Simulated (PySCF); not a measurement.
C₆H₁₀, SMILES C=C/C(C)=C\C. Heavy atoms are numbered as in [CH2:1]=[CH:2]/[C:3]([CH3:4])=[CH:5]\[CH3:6]. Hydrogens are named by the atom that carries them.

Geometry optimised at PBE-D3(BJ)/def2-SVP. The values are those of a single conformer.

Computed with PySCF with HF/pcSseg-1.

GIAO shieldings, no solvent; atoms alike by connectivity are averaged. δ = σ(ref) − σ: ¹³C against TMS (σ = 192.6 ppm); ¹H against TMS (σ = 31.99 ppm), references at their B3LYP-D3(BJ)/def2-TZVP geometries, non-relativistic.

Computed chemical shifts:
```
nucleus     atoms  count  δ (ppm)
-------  --------  -----  -------
¹³C       C2 (CH)      1    145.0
¹³C            C3      1    142.5
¹³C       C5 (CH)      1    139.7
¹³C      C1 (CH2)      1    124.4
¹³C      C4 (CH3)      1     23.9
¹³C      C6 (CH3)      1     17.4
¹H        H on C2      1     7.50
¹H        H on C5      1     6.04
¹H        H on C1      2     5.84
¹H        H on C6      3     2.40
¹H        H on C4      3     2.38
```
